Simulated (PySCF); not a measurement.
SMILES [SiH]1[SiH2][SiH2][SiH2][SiH2][SiH2]1, doublet, GFN2-xTB optimised geometry.

```
17

Si     1.09    -0.73     0.00
Si     2.06     1.37     0.05
Si     1.23     2.83    -1.57
Si    -1.10     2.85    -1.58
Si    -2.06     1.44     0.00
Si    -1.22    -0.73     0.00
H      1.61    -1.48    -1.17
H      3.53     1.31     0.04
H      1.75     1.94     1.37
H      1.73     2.37    -2.87
H      1.78     4.19    -1.46
H     -1.60     4.22    -1.46
H     -1.57     2.44    -2.91
H     -3.53     1.48    -0.05
H     -1.75     2.00     1.33
H     -1.80    -1.47    -1.13
H     -1.72    -1.48     1.16
```

Density from PySCF 2.14.0 with unrestricted B3LYP/def2-SVP at that geometry.

Minimum of the electron density along straight lines between bonded atoms, close to the bond critical point (lines longer than 1.1 times the sum of covalent radii, or with two minima, are not listed):

```json
[
 {"bond": "Si1–H7", "length / Å": "1.482", "ρ at the minimum / e bohr⁻³": "0.112", "∇²ρ there / e bohr⁻⁵": "…", "position (fraction from the first atom)": "0.49"},
 {"bond": "Si2–H8", "length / Å": "1.469", "ρ at the minimum / e bohr⁻³": "0.114", "∇²ρ there / e bohr⁻⁵": "0.33", "position (fraction from the first atom)": "0.49"},
 {"bond": "Si2–H9", "length / Å": "1.476", "ρ at the minimum / e bohr⁻³": "0.113", "∇²ρ there / e bohr⁻⁵": "0.33", "position (fraction from the first atom)": "0.49"},
 {"bond": "Si3–H10", "length / Å": "1.472", "ρ at the minimum / e bohr⁻³": "0.114", "∇²ρ there / e bohr⁻⁵": "0.32", "position (fraction from the first atom)": "0.49"},
 {"bond": "Si3–H11", "length / Å": "1.470", "ρ at the minimum / e bohr⁻³": "0.114", "∇²ρ there / e bohr⁻⁵": "0.33", "position (fraction from the first atom)": "0.49"},
 {"bond": "Si4–H12", "length / Å": "1.469", "ρ at the minimum / e bohr⁻³": "0.114", "∇²ρ there / e bohr⁻⁵": "0.33", "position (fraction from the first atom)": "0.49"},
 {"bond": "Si4–H13", "length / Å": "1.472", "ρ at the minimum / e bohr⁻³": "0.114", "∇²ρ there / e bohr⁻⁵": "0.33", "position (fraction from the first atom)": "0.49"},
 {"bond": "Si5–H14", "length / Å": "1.469", "ρ at the minimum / e bohr⁻³": "0.114", "∇²ρ there / e bohr⁻⁵": "0.33", "position (fraction from the first atom)": "0.49"},
 {"bond": "Si5–H15", "length / Å": "1.474", "ρ at the minimum / e bohr⁻³": "0.113", "∇²ρ there / e bohr⁻⁵": "0.32", "position (fraction from the first atom)": "0.49"},
 {"bond": "Si6–H16", "length / Å": "1.473", "ρ at the minimum / e bohr⁻³": "0.114", "∇²ρ there / e bohr⁻⁵": "0.32", "position (fraction from the first atom)": "0.49"},
 {"bond": "Si6–H17", "length / Å": "1.473", "ρ at the minimum / e bohr⁻³": "0.114", "∇²ρ there / e bohr⁻⁵": "0.32", "position (fraction from the first atom)": "0.49"}
]
```

Q: Fill in the missing entries.

A: 
- Si1–H7, ∇²ρ there / e bohr⁻⁵: 0.30
